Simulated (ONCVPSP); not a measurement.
## Before and after: ONCV potential for Ge

ONCVPSP 4.0.1 input, shortened (lines: element, Z, core and valence counts, functional; n l f; lmax; l rc ep ncon nbas qcut; lloc lpopt rc5 dvloc0; l nproj debl; icmod fcfact rcfact), PBEsol, fully relativistic:

```
  Ge 32.00    6    2  -116133      upf
    1    0    2.00
    2    0    2.00
    2    1    6.00
    3    0    2.00
    3    1    6.00
    3    2   10.00
    4    0    2.00
    4    1    2.00
    1
    0    1.70    0.00    4    8    4.50
    1    1.90    0.00    3    6    3.40
    4    5    1.15    0.00
    0    2    1.90
    1    2    2.60
    2    0.65    1.05
```

Open shells are filled in proportion to 2j + 1.

Change: reference 4s2; wave 4p: rc 1.90 bohr, ncon 3, nbas 6, qcut 3.4 1/bohr, 2 projectors, debl 2.6 Ha becomes p scattering state at 0.15 Ha: rc 1.70 bohr, ncon 3, nbas 6, qcut 3.8 1/bohr, 2 projectors, debl 2.6 Ha. In the p channel the program set the typed energies aside and used 0.050, 2.650 Ha (j = l + 1/2; the other j can differ).

Cutoffs: the cutoffs (Ha) at which the residual kinetic energy of the hardest occupied pseudo-wave falls to 1 and 0.1 mHa per electron; they do not see the model core or the augmentation charge, which bear on the density cutoff. Errors are all-electron minus pseudo energies relative to the spin-unpolarised reference configuration.

What does the change do?

The potential gets neither clearly harder nor softer (8.7 Ha and 25 Ha → 9.0 Ha and 18 Ha); the lowest positive-energy flag moves from s at 44.1 eV to s at 26.2 eV; neither file shows a bound ghost.

| quantity | base | changed |
| --- | --- | --- |
| cutoff, loose | 8.7 Ha | 9.0 Ha |
| cutoff, tight | 25 Ha | 18 Ha |
| bound ghosts | none | none |
| GHOST(+) flags under 300 eV | s at 44.1 eV, p3/2 at 152.9 eV, p1/2 at 155.1 eV | s at 26.2 eV, p1/2 at 170.1 eV, p3/2 at 175.8 eV |
| largest error over its own tests, meV | -171 | -78 |
| s: phases at 1.72 bohr within 0.05 rad from the reference energy up to (Ha; the scan ends near 5) | to the end of the scan | to the end of the scan |
| rms error of d²Exc/dni dnj with the model core, mHa | 4.93 | 1.60 |
